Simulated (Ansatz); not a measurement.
Cartesian coordinates (Å):
```xyz
4

N      1.7888    -0.0194    -0.2710
C      0.6388    -0.0542    -0.0159
C     -0.6978     0.2831     0.2169
O     -1.7299    -0.2095     0.5222
```
Charge 0, spin multiplicity 2.

Calculation: frozen-core CCSD(T)/cc-pVTZ // PBE-D3(BJ)/def2-TZVP (Ansatz, a first-principles code).

- HF energy = -205.03674 Ha
- MP2 correlation energy = -0.65605 Ha

### Question
Estimate the CCSD correlation energy, the (T) correction, the total energy and the T1 diagnostic.

### Answer

The CCSD correlation energy comes out as -0.68881 Ha and the (T) correction is -0.03794 Ha. The CCSD(T) total energy is -205.76349 Ha and the T1 diagnostic comes out as 0.056.
